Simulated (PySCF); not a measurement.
# Functional benchmark on one molecule

Molecule: SMILES [SiH3][SiH2][SiH2][SiH3], H10Si4.

Numbering as in the mapped SMILES `[SiH3:1][SiH2:2][SiH2:3][SiH3:4]` (H(Xn): hydrogen on atom n).

Geometry PBE0-D3(BJ)/def2-SVP throughout; GIAO in PySCF, gas phase, one conformer, non-relativistic; equivalent atoms averaged; basis pcSseg-1.

Reference values (measured; C. Corminboeuf, T. Heine, J. Weber, Chem. Phys. Lett. 357 (2002) 1): δ(Si1/Si4) = -97.8 ppm vs TMS, δ(Si2/Si3) = -111.1 ppm vs TMS. Computed shifts are taken against TMS, calculated as an isolated molecule at each level.

Task: How do the functionals HF, LDA, PBE, BLYP, BP86, OPBE, KT2, KT3, B97-D, B3LYP, PBE0, mPW1PW91, WP04, B97-2, BHandHLYP, CAM-B3LYP, wB97X-D, LC-wPBE perform against the reference? Times are CPU seconds on shared hosts with different chips, so compare them loosely.

Result: 
```tsv
functional	kind	Si1/Si4	Si2/Si3	mean abs. error Si	core-s
HF	Hartree–Fock	-90.6	-101.2	8.5	5
LDA	LDA	-116.2	-125.1	16.2	9.9
PBE	GGA	-107.5	-117.2	7.9	13
BLYP	GGA	-105.8	-111.4	4.2	13
BP86	GGA	-105.6	-115.3	6.0	12
OPBE	GGA	-99.7	-111.3	1.1	13
KT2	GGA	-105.1	-115.0	5.6	13
KT3	GGA	-98.9	-107.0	2.6	12
B97-D	GGA	-99.4	-107.4	2.6	13
B3LYP	global hybrid	-102.4	-109.8	3.0	10
PBE0	global hybrid	-102.8	-114.3	4.1	13
mPW1PW91	global hybrid	-100.6	-112.2	2.0	8.9
WP04	global hybrid	-85.0	-89.8	17.0	11
B97-2	global hybrid	-98.6	-109.4	1.2	11
BHandHLYP	global hybrid	-97.7	-106.5	2.3	11
CAM-B3LYP	range-separated hybrid	-104.1	-112.6	3.9	16
wB97X-D	range-separated hybrid	-102.1	-114.9	4.1	15
LC-wPBE	range-separated hybrid	-102.5	-116.8	5.2	21
```

For $^{29}$Si the closest is OPBE (1.1 ppm, with B97-2 practically level) and the furthest WP04 (17.0 ppm). One molecule is a small sample, and vibrational and solvent effects are absent from the calculation.
